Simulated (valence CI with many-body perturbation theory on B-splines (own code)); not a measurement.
# Energy levels of C⁺

Computed by configuration interaction combined with many-body perturbation theory (CI+MBPT): three valence electrons over a frozen Dirac-Fock core [He], a basis of 11 s, 11 p, 9 d, 7 f, 5 g, 2 h, 1 i functions for each j, with the one-electron correlation potential Σ1, the two-electron term Σ2, the three-electron term Σ3, Breit, model QED; selected CI, second order for the rest (own B-spline code, finite nucleus).

Set against measurement, 29 paired levels are off by 41 cm⁻¹ on average, the worst by 104. These come from a selection out of the NIST Handbook of Basic Atomic Spectroscopic Data. Levels without a partner in it may be off by more.

Levels 1 to 37 of 37, with energies above the lowest level, 2s2 2p 2P°_1/2. "Leading %" is the weight of the configuration and term that name the level; weights of strongly mixed levels are sums over their largest components and can fall short. In the jj column 3d3/2^4 stands for four electrons in 3d with j = 3/2.

| No. | Configuration | Term | J | E (eV) | Leading % | Leading jj | Second component |
| --- | --- | --- | --- | --- | --- | --- | --- |
| 1 | 2s2 2p | 2P° | 1/2 | 0.000 | 94 | 2s^2 2p1/2 (94 %) | 4 % 2p3 2P° |
| 2 | 2s2 2p | 2P° | 3/2 | 0.008 | 94 | 2s^2 2p3/2 (94 %) | 4 % 2p3 2P° |
| 3 | 2s 2p2 | 4P | 1/2 | 5.327 | 99 | 2s 2p1/2^2 (44 %) |  |
| 4 | 2s 2p2 | 4P | 3/2 | 5.330 | 99 | 2s 2p1/2 2p3/2 (88 %) |  |
| 5 | 2s 2p2 | 4P | 5/2 | 5.333 | 99 | 2s 2p3/2^2 (66 %) |  |
| 6 | 2s 2p2 | 2D | 5/2 | 9.295 | 96 | 2s 2p1/2 2p3/2 (64 %) |  |
| 7 | 2s 2p2 | 2D | 3/2 | 9.296 | 96 | 2s 2p1/2 2p3/2 (64 %) |  |
| 8 | 2s 2p2 | 2S | 1/2 | 11.974 | 89 | 2s 2p3/2^2 (59 %) | 8 % 2s2 3s 2S |
| 9 | 2s 2p2 | 2P | 1/2 | 13.729 | 95 | 2s 2p1/2 2p3/2 (64 %) |  |
| 10 | 2s 2p2 | 2P | 3/2 | 13.733 | 95 | 2s 2p3/2^2 (53 %) |  |
| 11 | 2s2 3s | 2S | 1/2 | 14.447 | 83 | 2s^2 3s (83 %) | 8 % 2s 2p2 2S |
| 12 | 2s2 3p | 2P° | 1/2 | 16.327 | 90 | 2s^2 3p1/2 (90 %) | 6 % 2p2 3p 2P° |
| 13 | 2s2 3p | 2P° | 3/2 | 16.328 | 90 | 2s^2 3p3/2 (90 %) | 6 % 2p2 3p 2P° |
| 14 | 2p3 | 4S° | 3/2 | 17.613 | 99 | 2p1/2 2p3/2^2 (55 %) |  |
| 15 | 2s2 3d | 2D | 3/2 | 18.042 | 90 | 2s^2 3d3/2 (90 %) | 6 % 2p2 3d 2D |
| 16 | 2s2 3d | 2D | 5/2 | 18.042 | 90 | 2s^2 3d5/2 (90 %) | 6 % 2p2 3d 2D |
| 17 | 2p3 | 2D° | 5/2 | 18.660 | 90 | 2p1/2 2p3/2^2 (90 %) | 4 % 2s 2p 3d 2D° |
| 18 | 2p3 | 2D° | 3/2 | 18.661 | 90 | 2p1/2 2p3/2^2 (40 %) | 4 % 2s 2p 3d 2D° |
| 19 | 2s2 4s | 2S | 1/2 | 19.488 | 90 | 2s^2 4s (90 %) | 6 % 2p2 4s 2S |
| 20 | 2s2 4p | 2P° | 1/2 | 20.144 | 82 | 2s^2 4p1/2 (82 %) | 7 % 2s 2p 3s 2P° |
| 21 | 2s2 4p | 2P° | 3/2 | 20.144 | 82 | 2s^2 4p3/2 (82 %) | 7 % 2s 2p 3s 2P° |
| 22 | 2s 2p 3s | 4P° | 1/2 | 20.697 | 96 | 2s 2p1/2 3s (85 %) |  |
| 23 | 2s 2p 3s | 4P° | 3/2 | 20.700 | 96 | 2s 2p1/2 3s (54 %) |  |
| 24 | 2s 2p 3s | 4P° | 5/2 | 20.705 | 96 | 2s 2p3/2 3s (96 %) |  |
| 25 | 2s2 4d | 2D | 3/2 | 20.840 | 90 | 2s^2 4d3/2 (90 %) | 6 % 2p2 4d 2D |
| 26 | 2s2 4d | 2D | 5/2 | 20.840 | 90 | 2s^2 4d5/2 (90 %) | 6 % 2p2 4d 2D |
| 27 | 2p3 | 2P° | 1/2 | 20.926 | 48 | 2p1/2 2p3/2^2 (48 %) | 35 % 2s 2p 3s 2P° |
| 28 | 2p3 | 2P° | 3/2 | 20.928 | 48 | 2s 2p3/2 3s (32 %) | 35 % 2s 2p 3s 2P° |
| 29 | 2s2 4f | 2F° | 5/2 | 20.950 | 91 | 2s^2 4f5/2 (91 %) | 7 % 2p2 4f 2F° |
| 30 | 2s2 4f | 2F° | 7/2 | 20.951 | 91 | 2s^2 4f7/2 (91 %) | 7 % 2p2 4f 2F° |
| 31 | 2s2 5s | 2S | 1/2 | 21.487 | 91 | 2s^2 5s (91 %) | 7 % 2p2 5s 2S |
| 32 | 2s2 5p | 2P° | 1/2 | 21.738 | 56 | 2s^2 5p1/2 (56 %) | 20 % 2p3 2P° |
| 33 | 2s2 5p | 2P° | 3/2 | 21.739 | 56 | 2s^2 5p3/2 (56 %) | 19 % 2p3 2P° |
| 34 | 2s 2p 3s | 2P° | 1/2 | 22.051 | 36 | 2s^2 5p1/2 (34 %) | 34 % 2s2 5p 2P° |
| 35 | 2s 2p 3s | 2P° | 3/2 | 22.054 | 36 | 2s^2 5p3/2 (33 %) | 33 % 2s2 5p 2P° |
| 36 | 2s2 5d | 2D | 3/2 | 22.125 | 90 | 2s^2 5d3/2 (90 %) | 7 % 2p2 5d 2D |
| 37 | 2s2 5d | 2D | 5/2 | 22.125 | 90 | 2s^2 5d5/2 (90 %) | 7 % 2p2 5d 2D |

Names give the largest LS component (configuration and term), which can be under half, so a name can repeat, a term be missing and a line seem to break the LS rules; names also repeat where a configuration has a term twice.

The ionisation energy to 2s2 1S_0 of the next ion comes out as 24.378 eV (NIST: 24.3831 eV (measured)). All 37 levels together are meant to be complete up to 22.139 eV.
